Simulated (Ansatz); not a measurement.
System: BHSeF, charge 0, doublet. BHSeF (SMILES [B](F)[SeH], doublet).
B3LYP-D3(BJ)/def2-TZVP minimum from Ansatz (an electronic-structure program):
```
B
F 1 1.3076
Se 1 1.9525 2 122.07
H 3 1.4694 1 93.13 2 180.00
```
Charge 0, spin multiplicity 2.

Property: atomisation energy (electronic, to ground-state atoms), in kJ/mol. Open shells are spin-unrestricted; no spin-orbit coupling. Correlated methods leave the cores frozen (noble-gas shells, and filled d and f shells in the p block). No relativity. CBS(X,Y): correlation extrapolated as X^-3, Hartree-Fock from the larger set. A bracket is a step between two methods taken in the basis named. Double hybrids freeze cores in their MP2 part. For partners of very few electrons the exact lower level stands in for a higher one.

CCSD(T)/CBS(cc-pVTZ,cc-pVQZ) + [CCSDT(Q) - CCSD(T)]/cc-pVTZ (Ansatz) gives 1259.7 kJ/mol.

Q: What does PBE/def2-TZVPD (Ansatz) give here, and how do the other levels compare?

A: PBE gives 1323.7 kJ/mol, 64.0 kJ/mol above it. Differences of the others: B3LYP/def2-TZVPD (Ansatz) 3.0; wB97M-V/def2-TZVPD (Ansatz) 1.4; B2PLYP/def2-TZVPD (Ansatz) -3.8; CCSD(T)/CBS(cc-pVTZ,cc-pVQZ) (Ansatz) -1.3 kJ/mol.
